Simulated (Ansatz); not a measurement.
Molecule: ZnBr2, charge 0, multiplicity 1. 
Structure (B3LYP-D3(BJ)/def2-TZVP (Ansatz, a quantum-chemistry and plane-wave program) minimum search):
```
Zn
Br 1 2.2411
Br 1 2.2411 2 180.00
```

Parts of the frozen-core correlation energy in 6-31G* (Ansatz, hartree). Frozen orbitals: 37; correlated occupied orbitals by spin: 13 and 13; virtual: 56 and 56. Spin-orbit coupling is left out. No relativistic terms.

| term | value |
|---|---|
| reference (HF) | -6921.84004 |
| MP2 opposite-spin | ? |
| MP2 same-spin | ? |
| CCSD correlation | -0.47766 |
| (T) | ? |
| T1 diagnostic | 0.013 |
| largest doubles amplitude | 0.030 |

Task: What belongs in the gaps?

Result: 
- MP2 opposite-spin, value: -0.32706
- MP2 same-spin, value: -0.15406
- (T), value: -0.01242
